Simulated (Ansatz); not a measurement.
Program: Ansatz. Geometries: PBE0-D4/def2-TZVP. ΔE: electronic, gas phase. CBS: MP2 limit from def2 TZ/QZ plus the TZ coupled-cluster correction, frozen cores. DFT in def2-TZVPP. For Ga outer-core shells are correlated without core-valence functions, which leaves a few kJ/mol of doubt a bond. Scalar relativity is left out up to krypton. One conformer a species, not always the lowest.

Consider the redistribution: `[SiH3][PH][GaH][SiH3]` + `O[SiH](S)S` → `[SiH3][GaH][SH]` + `O[SiH](S)P[SiH3]`.

```tsv
level	ΔE (kJ/mol)
r2SCAN-D4	-12.3
HF/def2-QZVPP	-7.7
```

Question: What does CCSD(T)/CBS give? (An estimate is asked.)

Answer: The calculation gave: -10.9 kJ/mol. The listed levels differ from it by -1.4, 3.2 kJ/mol.

Largest T1 diagnostic among the species: 0.014.

Leaving LDA and LC-ωPBE aside and taking each functional with its dispersion term where it has one, the values, not all of them listed here, spread over 3.9 kJ/mol, from BLYP-D4 to B2PLYP. LDA lies −3.5 kJ/mol from PBE without D4. The D4 term adds −3.2 kJ/mol with B3LYP and −1.9 kJ/mol with PBE0; it sums over pairs of atoms, weighted by their polarisabilities, and B3LYP, whose exchange is more repulsive, gets the larger term.

CCSD(T)/CBS has its own doubt, a few kJ/mol and more with outer-core shells, so smaller differences from it don't rank the levels.

B3LYP here is the variant with VWN-RPA as its local correlation; programs differ in this.
